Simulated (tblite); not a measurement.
Run record: tight-binding relaxation, `C=C[C@@H]1[GeH2][CH2]C=C[Se]1`.

Computed with GFN2-xTB geometry optimisation, gas phase (tblite 0.8.0). Start geometry: from a force field or distance geometry. The command runs a driver script over a list of jobs; the input below is this job's line of settings and its coordinates in Å.

Command:
```bash
OMP_NUM_THREADS=1 python probes_run.py task.json out
```

Input:
```
{"job": {"kind": "relax", "xc": "GFN2-xTB", "basis": "xTB"}, "charge": 0, "multiplicity": 1}
C      3.082600    -0.370400    -0.477100
C      2.219700     0.161800     0.402100
C      0.800000    -0.289600     0.483500
Ge    -0.195700     0.348800    -1.093300
C     -1.998700     0.765700    -0.461600
C     -2.441200    -0.232100     0.561400
C     -1.722300    -0.477800     1.669300
Se    -0.066900     0.452100     2.074500
H      2.751000    -1.126500    -1.182500
H      4.104100    -0.041000    -0.493600
H      2.590700     0.898500     1.111000
H      0.735900    -1.397900     0.532300
H      0.459700     1.618600    -1.656700
H     -0.235000    -0.784000    -2.152500
H     -2.004700     1.794600    -0.025100
H     -2.695500     0.751500    -1.321800
H     -3.340800    -0.799200     0.386600
H     -2.051400    -1.267000     2.351900
```

Output:
```
step      E/eV     max force
  0    -624.42822    1.365
  1    -624.50072    1.145
  2    -624.53991    0.452
  3    -624.55767    0.308
  4    -624.57063    0.259
  5    -624.57908    0.248
  6    -624.58691    0.235
  7    -624.59289    0.211
  8    -624.59792    0.190
  9    -624.60147    0.138
... (89 lines left out)
 99    -624.70497    0.025
100    -624.70507    0.021
101    -624.70514    0.023
102    -624.70520    0.019
103    -624.70524    0.016
104    -624.70528    0.015
105    -624.70532    0.016
106    -624.70535    0.011
107    -624.70537    0.012
108    -624.70538    0.009
```

«max force» is the largest atomic force in eV/Å.

Question: From which step on does the largest force stay under 0.1 eV/Å, and how much energy is left to gain from there?

Answer: From step 81 (0.070 eV/Å), 4.9 meV above the end.

Main results: energy lowered by 6.4 kcal/mol over 108 steps; largest atomic force 0.009 eV/Å at the end.

Time: 2.9 s. Hardware: an Intel Xeon at 2.50 GHz with one thread, no GPU, shared host.
Labels such as C1 count atoms from 1, the log's own numbers from 0.
